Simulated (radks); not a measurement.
Nd, 60 electrons, occupied as [Kr] 4d10 4f4 5s2 5p5 6s2 5d1 (not the ground configuration).

Method: scalar-relativistic Kohn-Sham, PBEsol, spin-unpolarised, spherical densities, finite nucleus; Fermi nuclear charge, rms radius 4.9123 fm; computed with a radial shooting solver on a logarithmic mesh with Libxc functionals.

Energy parts (eV):
| part | energy |
|---|---|
| total | -261751.43 |
| kinetic | 278535.42 |
| electron-nucleus | -635665.57 |
| Hartree | 101323.12 |
| exchange-correlation | -5944.39 |

Orbitals (lengths in bohr, moments of r in powers of bohr):
| orbital | occ. | eigenvalue (eV) | <1/r> |
|---|---|---|---|
| 1s | 2 | -43381.68 | 66.02 |
| 2s | 2 | -7019.437 | 15.25 |
| 2p | 6 | -6276.679 | 14.38 |
| 3s | 2 | -1524.587 | 5.559 |
| 3p | 6 | -1290.291 | 5.254 |
| 3d | 10 | -964.8949 | 4.987 |
| 4s | 2 | -304.9914 | 2.327 |
| 4p | 6 | -228.2499 | 2.143 |
| 4d | 10 | -119.1376 | 1.873 |
| 4f | 4 | -4.1409 | 1.266 |
| 5s | 2 | -42.6552 | 0.9051 |
| 5p | 5 | -23.9904 | 0.7660 |
| 5d | 1 | -2.8627 | 0.4490 |
| 6s | 2 | -3.9104 | 0.2986 |

The highest occupied level is 5d at -2.863 eV. Summed over all electrons, <r^2> = 89.23 bohr^2, which gives a Langevin (diamagnetic) susceptibility term of -70.7 x 10^-6 cm^3/mol. The density falls to 0.001 e/bohr^3 at r = 5.39 bohr.
